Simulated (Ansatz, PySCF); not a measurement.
benzotriazole (C6H5N3), SMILES c1c2c([nH]nn2)ccc1.

Geometry: B3LYP-D3(BJ)/def2-SVP.

Vertical ionisation energy (IE) and electron affinity (EA) in eV. Rows of orbital energies are one-electron estimates. Where ΔSCF, EOM or ADC give a negative EA the extra electron is unbound and the value depends on the basis.

```csv
level,IE,EA
"−ε(HOMO), −ε(LUMO), PBE/def2-SVP (PySCF)",(withheld),(withheld)
"ΔSCF, PBE0/def2-SVPD (Ansatz), final states of multiplicity 2 and 2",8.99,-0.30
```

Fill in the missing entries. (The exact figures need the calculation; the answer reports its results.)


- −ε(HOMO), −ε(LUMO), PBE/def2-SVP (PySCF), IE: 5.94
- −ε(HOMO), −ε(LUMO), PBE/def2-SVP (PySCF), EA: 2.10

What vertical singlet–triplet gap does ΔSCF give with PBE0/def2-SVPD (Ansatz, a first-principles code)? (The exact figures need the calculation; the answer reports its results.)

3.55 eV (triplet above singlet where positive).
